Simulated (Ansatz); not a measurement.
Start from `NB(O)O[SiH3]` and change one atom or group to get `NB(O)F`.

Ansatz, PBE0-D4/def2-TZVP geometries, multiplicity 1. Each molecule was computed in one conformer, which needn't be the lowest.

| property | `NB(O)O[SiH3]` |
| --- | --- |
| HOMO–LUMO gap (ωB97M-V/def2-TZVPP) / eV | 11.83 |
| LUMO energy (PBE0/def2-TZVPP) / eV | 0.29 |
| LUMO energy (ωB97M-V/def2-TZVPP) / eV | 1.69 |
| LUMO energy (B3LYP/def2-TZVPP) / eV | -0.03 |
| HOMO energy (ωB97M-V/def2-TZVPP) / eV | -10.14 |
| HOMO energy (B3LYP/def2-TZVPP) / eV | -7.51 |

Question: What does the change do to each property? (An estimate is asked.)

Answer: Computed: 
```tsv
property	`NB(O)F`	shift
HOMO–LUMO gap (ωB97M-V/def2-TZVPP) / eV	12.25	0.42
LUMO energy (PBE0/def2-TZVPP) / eV	0.40	0.11
LUMO energy (ωB97M-V/def2-TZVPP) / eV	1.72	0.03
LUMO energy (B3LYP/def2-TZVPP) / eV	0.01	0.04
HOMO energy (ωB97M-V/def2-TZVPP) / eV	-10.53	-0.39
HOMO energy (B3LYP/def2-TZVPP) / eV	-7.87	-0.36
```

With PBE0 the HOMO falls by 0.37 eV and the LUMO rises by 0.11 eV, so the gap widens by about 0.48 eV. PBE moves the HOMO by -0.31 eV and ωB97M-V by -0.39 eV. The zero-point energy changes by -72.4 kJ/mol with -12 modes.

B3LYP here is the variant with VWN-RPA as its local correlation; programs differ in this.
